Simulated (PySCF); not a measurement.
# Field gradients at the hydrogen positions

Species: C7H11P.
Numbering: `[CH:1]#[C:2][CH2:3][P:4]([CH:5]=[CH2:6])[CH2:7][CH3:8]` (hydrogens: H9 on C1; H10, H11 on C3; H12 on C5; H13, H14 on C6; H15, H16 on C7; H17, H18, H19 on C8)

Structure used (GFN2-xTB), in Å, numbered top down from 1:
```xyz
19
C7H11P angstrom
C     -1.359    3.385   -0.643
C     -1.435    2.191   -0.710
C     -1.501    0.754   -0.785
P     -0.537   -0.036    0.623
C     -0.484   -1.712   -0.104
C     -0.910   -2.783    0.543
C      1.159    0.508    0.074
C      2.240   -0.163    0.909
H     -1.309    4.431   -0.594
H     -2.541    0.427   -0.692
H     -1.102    0.407   -1.744
H     -0.071   -1.795   -1.106
H     -1.315   -2.710    1.540
H     -0.874   -3.772    0.112
H      1.296    0.282   -0.989
H      1.204    1.594    0.197
H      2.210   -1.244    0.776
H      3.228    0.193    0.619
H      2.092    0.052    1.965
```

Level: PBE0/pcSseg-1 (PySCF, non-relativistic); Q(2H) = 0.00286 b; rigid geometry, the same for H and D, with no vibrational averaging.

Question: Rank these positions by the coupling χzz of a deuteron there, largest first.
A. H12 (vinylic hydrogen)
B. H14 (vinylic hydrogen)
C. H9 (alkyne hydrogen)
D. H17 (methyl hydrogen)
E. H11 (methylene hydrogen)

Answer: C (268 kHz), B (223 kHz), A (214 kHz), D (208 kHz), E (201 kHz).

Tabulate Vzz, the asymmetry η and χzz = 234.96 MHz × Q × Vzz for every hydrogen position.

```tsv
atom	bonded to	bond length (Å)	Vzz (au)	η	χzz (kHz)
H9	C1	1.049	0.3984	0.00	268
H10	C3	1.095	0.3000	0.02	202
H11	C3	1.095	0.2989	0.03	201
H12	C5	1.087	0.3187	0.04	214
H13	C6	1.078	0.3317	0.04	223
H14	C6	1.079	0.3315	0.03	223
H15	C7	1.095	0.3016	0.02	203
H16	C7	1.093	0.3010	0.01	202
H17	C8	1.089	0.3096	0.03	208
H18	C8	1.089	0.3146	0.02	211
H19	C8	1.088	0.3123	0.02	210
```

How does χzz go with the bond length over the 11 C–H bonds?

A straight-line fit has a slope of -14.2 kHz for each 0.01 Å, with a correlation coefficient of -1.00, over lengths from 1.049 to 1.095 Å. The longer bonds have the smaller couplings here.

Give the 2H NMR doublet splittings at H14 for a magnetic field along the z, y and x axes of the gradient: 3χ/2, 3χ(1 + η)/4, 3χ(1 − η)/4.

With |χ| = 222.8 kHz and η = 0.032: 334, 172 and 162 kHz, to first order and without motion.

The structure is a single GFN2-xTB conformer in the gas phase; no vibrational or solvent corrections. GFN2-xTB bond lengths can be off by several hundredths of an ångström, more for odd bonds, and the gradients follow them. With so small a basis the couplings can be 20 % off.

These values come from a run that also computed NMR shieldings. On one thread of an Arm Neoverse V1, shared host with 32 logical CPUs at a one-minute load of 14, this took 36 s and 0.88 GiB of memory at its peak.
